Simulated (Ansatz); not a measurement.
C3H11GaN2 (SMILES C[NH][Ga]([CH3])[NH]C), singlet, at a GFN2-xTB geometry (such geometries of metal compounds can be far from the true shape); CASSCF(2,4)/STO-3G (Ansatz, a first-principles code).

Input for Ansatz:
Ansatz 0.2 input:
```yaml
crystal:
  periodic: [false, false, false]
  atoms:
    - {symbol: Ga, position_ang: [0.15032578, 0.20786774, 0.22253324]}
    - {symbol: C, position_ang: [0.61776091, 1.95935005, 1.11725083]}
    - {symbol: H, position_ang: [1.33941712, 1.79901193, 1.91970723]}
    - {symbol: H, position_ang: [-0.27609288, 2.42349592, 1.53827125]}
    - {symbol: H, position_ang: [1.04854965, 2.65371984, 0.39341388]}
    - {symbol: N, position_ang: [-1.03044614, 0.09767457, -1.17826552]}
    - {symbol: C, position_ang: [-1.75952594, 1.19173198, -1.80713304]}
    - {symbol: H, position_ang: [-1.26485232, -0.78877382, -1.60960959]}
    - {symbol: H, position_ang: [-2.84437749, 1.06330130, -1.71502812]}
    - {symbol: H, position_ang: [-1.51562345, 1.28167739, -2.87217503]}
    - {symbol: H, position_ang: [-1.48478901, 2.12727918, -1.31524643]}
    - {symbol: N, position_ang: [0.91045687, -1.36881760, 0.77251376]}
    - {symbol: C, position_ang: [0.73666803, -2.73241041, 0.28839686]}
    - {symbol: H, position_ang: [1.55521368, -1.34558278, 1.55522041]}
    - {symbol: H, position_ang: [0.32507677, -3.38843503, 1.06440124]}
    - {symbol: H, position_ang: [1.68514206, -3.16127171, -0.05544158]}
    - {symbol: H, position_ang: [0.04274330, -2.72235089, -0.55286951]}
basis:
  gaussian:
    orbitals: STO-3G
hamiltonian:
  xc: hf
magnetization: {spin_polarized: false}
correlation: {active_space: {window: {electrons: 2, orbitals: 4}}}
```

What the program printed (banner, timings and long lists left out):

```
Functional definition: HF
691 factors; integrals over basis functions are off by at most 6.7e-5 eV
mean field evaluation 1: about -57877.2921 eV, gradient 2.4e1 eV
mean field evaluation 2: about -57877.5689 eV, gradient 2.4e1 eV
mean field evaluation 4: about -57879.6497 eV, gradient 2.0e0 eV
mean field evaluation 8: about -57879.6680 eV, gradient 3.9e-4 eV
mean field -57879.66658028 eV, -2127.0385145782 hartree, gradient 2.5e-6 eV, S^2 0.000000; 0 other end points of the search recorded, 0 dependent functions left out
reference -57879.66658028 eV, -2127.0385145782 hartree; 37, 37 occupied and 17, 17 virtual orbitals, 691 factors
state -57880.09571776 eV, -2127.0542850895 hartree
2 active orbitals were swapped for others, from the solution at -57879.99603024 eV, -2127.0506216409 hartree to that at -57880.09571776 eV, -2127.0542850895 hartree; typed "places" are swapped only where nearly empty or full, and so, without "given_window_search", are "orbital_numbers", "shells" and a window whose orbitals a file names under [Active]
Total energy: -57880.09571776 eV, -2127.0542850895 hartree
```
